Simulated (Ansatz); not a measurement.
`C[SiH2][SiH2]F` and `C[SiH](Cl)[SiH2]F` differ in one atom or group.

Ansatz, PBE0-D4/def2-TZVP geometries, multiplicity 1. Each molecule was computed in one conformer, which needn't be the lowest.

```
                                                                                  property  `C[SiH2][SiH2]F`
                                          size of the dipole moment (B3LYP/def2-TZVPP) / D              1.49
                                                        HOMO energy (PBE0/def2-TZVPP) / eV             -8.05
                                            zero-point energy (PBE0-D4/def2-TZVP) / kJ/mol             193.3
ideal-gas entropy at 298 K and 1 bar (rigid rotor, harmonic PBE0-D4/def2-TZVP) / J/(mol·K)               351
                                                   HOMO–LUMO gap (ωB97M-V/def2-TZVPP) / eV             11.34
                                                       HOMO energy (B3LYP/def2-TZVPP) / eV             -7.87
```

Question: What does the change do to each property? (Best estimate.)

Answer: Computed: 
| property | `C[SiH](Cl)[SiH2]F` | shift |
| --- | --- | --- |
| size of the dipole moment (B3LYP/def2-TZVPP) / D | 1.12 | -0.37 |
| HOMO energy (PBE0/def2-TZVPP) / eV | -8.02 | 0.03 |
| zero-point energy (PBE0-D4/def2-TZVP) / kJ/mol | 177.5 | -15.8 |
| ideal-gas entropy at 298 K and 1 bar (rigid rotor, harmonic PBE0-D4/def2-TZVP) / J/(mol·K) | 384 | 33 |
| HOMO–LUMO gap (ωB97M-V/def2-TZVPP) / eV | 10.97 | -0.37 |
| HOMO energy (B3LYP/def2-TZVPP) / eV | -7.83 | 0.04 |

Dipoles are sizes alone; their direction can turn. Modes under 60 cm⁻¹, often nearly free rotors, make the harmonic entropy too high.

Positive LUMOs are unbound, so they and the gaps depend on the basis.

B3LYP here is the variant with VWN-RPA as its local correlation; programs differ in this.
